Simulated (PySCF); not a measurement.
Molfile (atoms numbered from 1):
```
C8H10BF
     RDKit          3D

 20 20  0  0  0  0  0  0  0  0999 V2000
   -2.3612    1.0691   -0.2930 C   0  0  0  0  0  0  0  0  0  0  0  0
   -1.4178   -0.1659   -0.0232 B   0  0  0  0  0  0  0  0  0  0  0  0
   -2.0118   -1.5822    0.3383 C   0  0  0  0  0  0  0  0  0  0  0  0
    0.1398    0.0177   -0.1101 C   0  0  0  0  0  0  0  0  0  0  0  0
    1.0240   -1.0520    0.1299 C   0  0  0  0  0  0  0  0  0  0  0  0
    2.4044   -0.9060    0.0477 C   0  0  0  0  0  0  0  0  0  0  0  0
    2.9218    0.3419   -0.2825 C   0  0  0  0  0  0  0  0  0  0  0  0
    4.2397    0.4948   -0.3723 F   0  0  0  0  0  0  0  0  0  0  0  0
    2.0960    1.4345   -0.5229 C   0  0  0  0  0  0  0  0  0  0  0  0
    0.7193    1.2595   -0.4348 C   0  0  0  0  0  0  0  0  0  0  0  0
   -3.4321    0.8216   -0.2895 H   0  0  0  0  0  0  0  0  0  0  0  0
   -2.1926    1.8377    0.4835 H   0  0  0  0  0  0  0  0  0  0  0  0
   -2.1239    1.5639   -1.2504 H   0  0  0  0  0  0  0  0  0  0  0  0
   -1.5993   -1.9560    1.2917 H   0  0  0  0  0  0  0  0  0  0  0  0
   -3.1084   -1.6022    0.4085 H   0  0  0  0  0  0  0  0  0  0  0  0
   -1.7081   -2.3239   -0.4223 H   0  0  0  0  0  0  0  0  0  0  0  0
    0.6214   -2.0345    0.3881 H   0  0  0  0  0  0  0  0  0  0  0  0
    3.0882   -1.7365    0.2327 H   0  0  0  0  0  0  0  0  0  0  0  0
    2.5438    2.3975   -0.7753 H   0  0  0  0  0  0  0  0  0  0  0  0
    0.0739    2.1203   -0.6268 H   0  0  0  0  0  0  0  0  0  0  0  0
  1  2  1  0
  2  3  1  0
  2  4  1  0
  4  5  1  0
  5  6  2  0
  6  7  1  0
  7  8  1  0
  7  9  2  0
  9 10  1  0
 10  4  2  0
  1 11  1  0
  1 12  1  0
  1 13  1  0
  3 14  1  0
  3 15  1  0
  3 16  1  0
  5 17  1  0
  6 18  1  0
  9 19  1  0
 10 20  1  0
M  END
```

Geometry: PBE0-D3(BJ)/def2-SVP; GIAO shifts from PySCF 2.14, gas phase, non-relativistic, averaged over equivalent atoms.

At B97-2/pcSseg-1 (220 basis functions, 35 s wall time on 1 thread of an Arm Neoverse V2, shared host):
```csv
atoms,δ (ppm)
C7,170.5
C5/C10,141.0
C4,136.8
C6/C9,116.9
C1/C3,11.6
B2,73.2
F8,-101.4
H17/H20,8.03
H18/H19,7.08
H11/H12/H13/H14/H15/H16,1.30
```

References, each an isolated molecule treated in the same way: TMS for ¹³C (σ = 183.69 ppm) and ¹H (σ = 31.38 ppm); BF3·OEt2 for ¹¹B (σ = 101.82 ppm); CFCl3 for ¹⁹F (σ = 178.12 ppm).

Q: What do these become at PBE0/pcSseg-1?

A: 
| atoms | δ at PBE0/pcSseg-1 | change |
| --- | --- | --- |
| C7 | 173.8 | +3.3 |
| C5/C10 | 144.2 | +3.2 |
| C4 | 140.4 | +3.6 |
| C6/C9 | 119.7 | +2.8 |
| C1/C3 | 12.2 | +0.6 |
| B2 | 76.5 | +3.3 |
| F8 | -101.0 | +0.4 |
| H17/H20 | 8.12 | +0.09 |
| H18/H19 | 7.16 | +0.08 |
| H11/H12/H13/H14/H15/H16 | 1.33 | +0.03 |

References, each an isolated molecule treated in the same way: ¹³C (σ = 184.41 ppm), ¹H (σ = 31.27 ppm) vs TMS; ¹¹B (σ = 100.73 ppm) vs BF3·OEt2; CFCl3 for ¹⁹F (σ = 177.25 ppm).

The largest change is at C4 (substituted aromatic carbon). Cost: 220 basis functions, 46 s wall time on 1 thread of an Arm Neoverse V2, shared host. The order of the carbon signals is the same at both levels.

A carbon bonded to boron is broadened by the quadrupolar boron nucleus and is often missing from a measured spectrum. Unscaled 19F shifts against computed CFCl3 carry errors that often reach 10 to 50 ppm.
